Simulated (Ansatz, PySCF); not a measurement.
Si(F)(Cl)(Me)(OH) (CH4ClFOSi), SMILES [Si](O)(F)(Cl)C.

The structure is a stationary point at PBE0-D3(BJ)/def2-SVP. One conformer was computed; it need not be the lowest.

Vertical ionisation energy (IE) and electron affinity (EA) in eV. Rows of orbital energies are one-electron estimates. Where ΔSCF, EOM or ADC give a negative EA the extra electron is unbound and the value depends on the basis.

```
level                                                                   IE     EA
-------------------------------------------------------------------  -----  -----
−ε(HOMO), −ε(LUMO), M06-2X/def2-TZVP (PySCF)                         10.67  -1.24
−ε(HOMO), −ε(LUMO), PBE/def2-TZVP (PySCF)                             7.74   0.28
ΔSCF, PBE0/def2-SVPD (Ansatz), final states of multiplicity 2 and 2  11.65  -1.13
ΔSCF, PBE/def2-SVPD (Ansatz), final states of multiplicity 2 and 2   11.10  -0.93
```

Q: What vertical singlet–triplet gap does ΔSCF give with PBE0/def2-SVPD (Ansatz, a quantum-chemistry and plane-wave program) and with PBE/def2-SVPD (Ansatz)? (The exact figures need the calculation; the answer reports its results.)

A: 7.98 and 7.34 eV (triplet above singlet where positive).
